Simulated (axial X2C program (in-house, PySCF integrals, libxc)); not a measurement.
## LiOs⁺: cheaper levels and CCSD(T), with spin–orbit coupling

All values were computed with an in-house relativistic program for diatomic molecules. Two-component (2c) means X2C with spin–orbit coupling and atomic mean-field two-electron Coulomb and Gaunt terms. Basis: Os dyall-cv3z [13s14p9d6f4g], Li dyall-cv3z [7s8p2d] (cores contracted in-house); Gaussian nuclei, density fitting, unrestricted open shells. Masses: Os 191.961 u, Li 7.016 u.

State: Ω = 3 (⟨Sz⟩ = 1.92, ⟨Lz⟩ = 1.08 at HF); fragments Os + Li+.

```
 level  Re (Å)  ωe (cm⁻¹)  De (eV)
  PBE0   2.697      302.3    0.944
    HF   2.920      242.7    0.809
  CCSD   2.762      285.6    0.664
r2SCAN   2.694      300.5      n/a
```

Correlated methods: 8 electrons correlated (number of frozen shells: Os 5 s, 4 p, 2 d, 1 f; Li 1 s), 272 virtual spin orbitals or spinors in MP2, 90 natural virtuals in coupled cluster.

CCSD(T), same Hamiltonian and basis:

Re = 2.755 Å, ωe = 288.6 cm⁻¹, De = 0.66 eV; T1 = 0.051 (Lee–Taylor normalisation).

Task: Give the differences from CCSD(T) in the columns below.

Result: 

```
 level  ΔRe (Å)  Δωe (cm⁻¹)  ΔDe (eV)
  PBE0   -0.058        13.7      0.28
    HF    0.165       -45.9      0.15
  CCSD    0.007        -3.0      0.00
r2SCAN   -0.061        11.9       n/a
```

Occupations by symmetry block were frozen at the best pattern of an incomplete PBE0 search. Dissociation energies refer to the lowest single-determinant-based atoms at the same level and basis. De is not given where an atomic determinant may have missed its ground term or J level, or where the truncated virtual space spoils (T). Density functionals use the spin component along the axis (collinear). CCSD and (T) use frozen natural virtuals with an MP2 correction for the truncation; (T) itself is uncorrected, so its De runs slightly low. PBE0 can misorder states that lie within some tenths of an eV, so this need not be the ground state of the molecule. The nearest other 2c determinant of the search, Ω = 4, lies 0.02 eV up at the distance of the search. The functionals have no current-density term, which raises determinants with orbital currents, atoms included. With several unpaired electrons one determinant need not be a pure state. Open-shell Ω = 0 determinants with evenly filled partner blocks cannot be reached by this program, so the Ω shown need not be the lowest component. The determinant is spin-polarised beyond a pure state at some levels (its spin-free form has ⟨S²⟩ too high), which makes Re and μ there less reliable. The T1 diagnostic is large, a sign of multireference character.
